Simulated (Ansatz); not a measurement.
## Abstraction of F: SiH(CH3)F2 + BO → SiH(CH3)F + BOF

Gas-phase species: SiH(CH3)F2, singlet; BO, doublet; SiH(CH3)F, doublet; BOF (fluoro(oxo)borane) `O=BF`, singlet. A radical takes F: the energy is the difference in strength between the Si–F bond broken and the B–F bond made.

Shapes, held fixed at every level: PBE0-D4/def2-TZVP. Programs: Ansatz 0.2.0. The zero-point and thermal change to 298 K, harmonic and unscaled (PBE0-D4/def2-TZVP), is +0.6 kJ/mol.

```
                level                    kind  ΔH(298 K) (kJ/mol)  less CCSD(T)/CBS estimate
         MP2/def2-SVP     perturbation theory               -15.1                      -28.1
       MP2/def2-TZVPP     perturbation theory                +8.5                       -4.5
        HF/def2-TZVPP            Hartree–Fock               +19.1                       +6.1
  BHLYP-D4/def2-TZVPP           global hybrid                -1.6                      -14.6
r2SCAN0-D4/def2-TZVPP           global hybrid                +2.8                      -10.2
   wB97M-V/def2-TZVPP  range-separated hybrid                -1.1                      -14.1
    B2PLYP/def2-TZVPP           double hybrid                -0.6                      -13.6
 CCSD(T)/CBS estimate   coupled cluster or CI               +13.0                        0.0
```

The highest level, CCSD(T)/CBS estimate, gives ΔH(298 K) = +13.0 kJ/mol; the levels span -15.1 to +19.1. They disagree on the sign: 4 of 8 are positive. The column of differences is taken from that level and isn't an error. No measured value is set beside it here. Spin contamination: BO (⟨S²⟩ up to 0.80). Open shells run unrestricted. The CBS estimate extrapolates MP2 from def2-TZVPP and def2-QZVPP and adds CCSD(T) − MP2 in the triple-zeta set, cores frozen. CCSD(T)/CBS estimate lies outside the range of the other correlated levels here, so it shouldn't be taken on trust.
